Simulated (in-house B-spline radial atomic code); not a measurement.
# BSE on G0W0@HF excitations of Mn⁷⁺

Method: BSE on G0W0@HF. Computed with a B-spline radial code for spherical atoms: linear response of the closed shell [Ne] 3s2 3p6 with a statically screened interaction on G0W0 levels; non-relativistic, point nucleus, no spin-orbit coupling, no double excitations, S, P, D and F terms only. Only terms of natural parity with L up to 3 were computed.

Command:
```bash
python run_td.py task.json out
```
Settings (radii: box in bohr, nucleus in fm):
```
Z                        25
electrons                18
configuration            [Ne] 3s2 3p6
hamiltonian              nr
method                   bse
box_radius               12.81
intervals                51
```

Run time, properties included: 1.3 s on 1 thread of Intel(R) Xeon(R) Platinum 8375C CPU @ 2.90GHz (Ice Lake), on a shared host.

The lowest states, in the order of their Tamm-Dancoff energies; the method's threshold (minus the highest G0W0 level) is 196.12 eV. Labels give the largest channel, * marks a mixed state, and oscillator strengths are full-response dipole values. Energies in eV:

```csv
state,full response,Tamm-Dancoff,oscillator strength
3p → 3d 3P,46.17,46.30,-
3p → 3d 3F,47.66,47.93,-
3p → 3d 1F,52.12,52.15,-
3p → 3d 1P,66.02,69.15,3.15
3s → 3d 3D,81.96,82.02,-
3s → 3d 1D,87.48,87.65,-
3p → 4s 3P,100.49,100.50,-
3p → 4s 1P,101.69,101.74,0.32
3p → 4p 3S,110.09,110.13,-
3p → 4p 3D,111.89,111.91,-
3p → 4p 1D,112.70,112.71,-
3p → 4p 1S,116.79,117.09,-
3p → 4d 3P,127.50,127.51,-
3p → 4d 3F,128.15,128.16,-
3p → 4d 1F,128.58,128.58,-
3p → 4d 1P,129.19,129.30,0.344
3s → 4s 3S,?,?,-
3s → 4s 1S,136.36,136.45,-
3p → 4f 3D,139.31,139.31,-
3p → 4f 1D,?,?,-
3p → 5s 3P,143.15,143.15,-
3p → 5s 1P,143.62,143.63,0.082
```

Task: Where does 3s → 4s 3S lie?

Result: At 134.57 eV in full response, 134.59 eV in Tamm-Dancoff.

Task: Where does 3p → 4f 1D lie?

Result: At 140.65 eV in full response, 140.68 eV in Tamm-Dancoff.

Task: How large is the singlet-triplet splitting of 3p → 3d (F terms) in Tamm-Dancoff?

Result: 4.22 eV, from the unrounded values.

Task: What polarisabilities and dispersion coefficient does the method give?

Result: Dipole 0.6294 bohr³, quadrupole 0.4548 bohr⁵, C6 0.8285 hartree·bohr⁶ for two such species.
